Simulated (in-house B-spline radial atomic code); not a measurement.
Computed with a B-spline radial atomic code. Model: two electrons, singlet ground state, non-relativistic, full CI in B-splines with partial waves to l = 8 (at full coupling up to 3e-4 hartree above the limit, correlation up to 0.6 % small), density held at that of full coupling by Lieb maximisation.

W(λ) is the mean repulsion in the state of coupling λ less the Hartree energy of the fixed density. Its start is exact exchange, its initial slope is twice the second-order Görling-Levy correlation energy, and its area from 0 to 1 is E_xc. A straight curve means weak, dynamic correlation, and a curve that drops fast and flattens means strong correlation.

Command:
```bash
python run_ac.py task.json out
```
Settings (lengths in bohr, energies in hartree):
```
potential              yukawa
strength               5.19
lmax                   8
second                 2.03
```

Cost of the run: 20 s on 1 thread of Intel(R) Xeon(R) Processor @ 2.30GHz (shared host).

**W = mean repulsion less Hartree energy, and W of three functionals.**

Given: confinement screened point charge; nuclear charge 5.19; screening of the nucleus 2.03 1/bohr; external potential -Z exp(-k r)/r.

Computed: LDA exchange minus exact 360.88 millihartree; PBE exchange minus exact 24.168 millihartree.

```csv
coupling,W xc (hartree),W xc minus exchange (millihartree),kinetic minus Kohn-Sham (millihartree),LDA (PW92) W minus its exchange (millihartree),PBE W minus its exchange (millihartree),SCAN W minus its exchange (millihartree)
0,-2.6382,0,0,0,0,0
0.02,-2.6401,-1.945,0,-14.13,-1.73,-1.83
0.05,-2.643,-4.848,0.1,-29.77,-4.35,-4.53
0.12,-2.6498,-11.563,0.7,-59.02,-10.52,-10.74
0.25,-2.662,-23.817,3,-102.04,-22.03,-21.92
0.4,-2.6758,-37.618,7.4,-142.75,-35.26,-34.37
0.6,-2.6937,-55.475,16.3,-188.65,-52.65,-50.33
0.8,-2.7109,-72.738,28.4,-228.39,-69.68,-65.64
1,-2.7276,-89.433,43.4,-263.79,-86.29,-80.38
1.4,-2.7594,-121.23,81.5,-325.42,-118.24,-108.29
2,-2.8035,-165.29,156.2,-402.26,-162.97,-146.82
3,?,?,?,?,?,?
4.5,-2.9502,-311.97,622.1,-621.66,-315.09,-276.06
7,?,?,?,?,?,?
10,-3.1475,-509.3,1996,-885.39,-531.3,-458.91
```

What belongs in the row 3?

W xc (hartree): -2.8685; W xc minus exchange (millihartree): -230.32; kinetic minus Kohn-Sham (millihartree): 318; LDA (PW92) W minus its exchange (millihartree): -504.44; PBE W minus its exchange (millihartree): -229.81; SCAN W minus its exchange (millihartree): -203.77.

What belongs in the row 7?

W xc (hartree): -3.0553; W xc minus exchange (millihartree): -417.15; kinetic minus Kohn-Sham (millihartree): 1220.1; LDA (PW92) W minus its exchange (millihartree): -763.61; PBE W minus its exchange (millihartree): -428.04; SCAN W minus its exchange (millihartree): -371.69.

What is the SCAN exchange minus exact?

-16.46 millihartree.

**Energy parts, natural occupations and partial-wave weights.**

Computed: total energy -8.2130 hartree; exchange energy -2.6382 hartree; correlation energy -0.04599 hartree; kinetic part of the DFT correlation energy 0.043443 hartree; kinetic part over minus potential part 0.48576; Hartree energy 5.2764 hartree; Lieb Oxford ratio E_xc over LDA exchange 1.1787.

```tsv
natural	occupation of the shell (electrons)
s	1.997
s	0.0014619
p	0.0013394
d	7.0511e-05
p	?
s	3.5052e-05
```

What belongs in the row p?

occupation of the shell (electrons): 5.9808e-05.

```csv
wave,weight
s,0.99925
p,?
d,4.0274e-05
f,5.9403e-06
g,1.405e-06
```

What belongs in the row p?

weight: 0.00070296.

What is the initial slope twice GL2?

-0.097434 hartree.

What is the Kohn-Sham kinetic?

19.201 hartree.

Half-way to full coupling W has made 52 % of its drop, against 50 % for a straight line, and second-order (GL2) theory, half the initial slope, overshoots the correlation energy by about 6 %: correlation is weak here. Over couplings 0 to 1 the errors in E_xc come to about +250 millihartree for LDA, +26 millihartree for PBE, -12 millihartree for SCAN, so SCAN is nearest. In LDA and SCAN the errors of exchange and correlation have opposite signs, so the sum is smaller than the larger of the two.
